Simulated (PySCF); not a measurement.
## Carbon: a sound run and one with changed settings

Sound run: C⁺ [He] 2s2 2p1, C²⁺ [He] 2s2. Calculation: PySCF 2.14, in def2-SVP (3s2p1d, 14 functions); no relativity, point nucleus. In the sound run the correlated levels freeze 1s2. The sound run starts from symmetry-adapted Hartree-Fock orbitals and uses a fine grid where one is needed.

A second run was set up differently.

```tsv
species	method	sound run (hartree)	changed run (hartree)	converged
C⁺	MP2	-37.28599	-37.28745	yes
C⁺	CCSD(T)	-37.31159	-37.31281	yes
C²⁺	MP2	-36.39095	-36.39235	yes
C²⁺	CCSD(T)	-36.42400	-36.42499	yes
```

Ionisation energy of C⁺:

```csv
method,sound run (eV),changed run (eV)
UHF,24.309,24.309
MP2,24.355,24.357
SCS-MP2,24.309,24.308
CCSD,24.133,24.139
CCSD(T),24.153,24.159
```

(1) What was changed?
A. too few SCF iterations
B. all electrons correlated in a valence basis
C. level shift left on
D. basis contracted for another Hamiltonian

Results:

(1) B. A valence basis has no tight correlating functions, so it recovers only part of the core correlation, and not evenly between atom and ion.
